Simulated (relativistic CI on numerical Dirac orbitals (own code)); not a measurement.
Calculated at this level of theory: Dirac equation for one electron, model QED (radiative potential, 1s self-energy scaled to tabulated hydrogen-like ionisation energies) (own radial code, finite nucleus).

CI space: 1s, 2s, 2p, 3s, 3p, 3d, 4s, 4p, 4d, 4f, 5s, 5p, 5d, 5f, 5g, 6s, 6p, 6d. Levels of other configurations are missing.

Outline of the computed level scheme of Pm LXI. Lowest level of each configuration: 1s ²S1/2 at 0.0 eV; 2p ²P°1/2 at 39813.2 eV; 2s ²S1/2 at 39824.4 eV; 3p ²P°1/2 at 47412.8 eV; 3s ²S1/2 at 47416.2 eV; 3d ²D3/2 at 47625.7 eV; 4p ²P°1/2 at 50042.5 eV; 4s ²S1/2 at 50043.9 eV; 4d ²D3/2 at 50131.9 eV.

Some strong electric-dipole decays among the lowest 14 levels: 2p ²P°1/2 → 1s ²S1/2 (8.9e+15 s⁻¹); 2p ²P°3/2 → 1s ²S1/2 (8.3e+15 s⁻¹); 3p ²P°3/2 → 1s ²S1/2 (2.3e+15 s⁻¹); 3p ²P°1/2 → 1s ²S1/2 (2.2e+15 s⁻¹); 4p ²P°3/2 → 1s ²S1/2 (9.2e+14 s⁻¹); 3d ²D5/2 → 2p ²P°3/2 (8.9e+14 s⁻¹); 4p ²P°1/2 → 1s ²S1/2 (8.8e+14 s⁻¹); 3d ²D3/2 → 2p ²P°1/2 (8.1e+14 s⁻¹).
